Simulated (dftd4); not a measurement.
hexachlorodisilane (Cl$_{6}$Si$_{2}$), singlet, at a GFN2-xTB geometry; dftd4 with D4 for b97d.

dftd4 was given this input:
```
$ dftd4 mol.xyz --func b97d --charge 0 --json dftd4.json --noedisp --property

# file mol.xyz
8

Cl     2.10500227    -0.48858342    -1.56076457
Si     1.15002808    -0.11759071     0.17786792
Cl     1.92269327     1.56678871     0.97681015
Cl     1.52221827    -1.64568561     1.44232616
Si    -1.15002808     0.11759071    -0.17786792
Cl    -1.52391777     1.66420617    -1.41909364
Cl    -1.91738160    -1.55604237    -1.00404894
Cl    -2.10861444     0.45931652     1.56477085
```

Q: What does dftd4 print? Leave out banner, timings and long lists.

A: 
```
                    ____  _____ _____     ____  _  _
      -------------|  _ \|  ___|_   _|---|  _ \| || |------------
     |             | | | | |_    | | ___ | | | | || |_           |
     |             | |_| |  _|   | ||___|| |_| |__   _|          |
     |             |____/|_|     |_|     |____/   |_|            |
     |             ===================================           |
     |            E. Caldeweyher, S. Ehlert & S. Grimme          |
     |          Mulliken Center for Theoretical Chemistry        |
     |                    University of Bonn                     |
      -----------------------------------------------------------

Rational (Becke-Johnson) damping: b97d-D4-ATM
---------------------
  s6         1.0000
  s8         1.6946
  s9         1.0000
  a1         0.2890
  a2         4.1341
 alp        16.0000
--------------------

Atomic data, radii in Ångström:
------------------------------------------------------
   Z          R(cov)      r4/r2   hardness         EN
------------------------------------------------------
  17 Cl       1.3200     1.9735     0.4312     3.1600
  14 Si       1.3867     2.5839     0.3054     1.9000
------------------------------------------------------

Atomic reference systems (in atomic units):
----------------------------------------------------------------------------
   Z        #      CN     q+Z       C6(AA)   #      CN     q+Z       C6(AA)
----------------------------------------------------------------------------
  17 Cl     1  0.0000 17.0000      92.6806   2  0.8444 16.8495     101.8771
  14 Si     1  0.0000 14.0000     321.4498   2  0.8915 14.0165     270.4983
            3  1.8234 13.9936     236.2774   4  2.8003 13.9692     228.3542
            5  3.6668 13.9341     158.2713
----------------------------------------------------------------------------

Atomic properties (in atomic units):
----------------------------------------------------------------------------
     #    Z              CN          q      C6(AA)        C8(AA)   alpha(0)
----------------------------------------------------------------------------
     1   17 Cl       0.8154    -0.0761     99.4957     4151.3136    15.2470
     2   14 Si       3.3463     0.2284    160.9110    11509.4210    24.4766
     3   17 Cl       0.8154    -0.0761     99.4957     4151.3136    15.2470
     4   17 Cl       0.8154    -0.0761     99.4957     4151.3136    15.2470
     5   14 Si       3.3463     0.2284    160.9110    11509.4210    24.4766
     6   17 Cl       0.8154    -0.0761     99.4957     4151.3136    15.2470
     7   17 Cl       0.8154    -0.0761     99.4957     4151.3136    15.2470
     8   17 Cl       0.8154    -0.0761     99.4957     4151.3136    15.2470
----------------------------------------------------------------------------

Molecular properties (in atomic units):
----------------------------------------
 molecular C6                7190.6242
 molecular C8              357467.9147
----------------------------------------

Dispersion energy:      -8.2992819529835E-02 Eh

[Info] JSON dump of results written to 'dftd4.json'
```
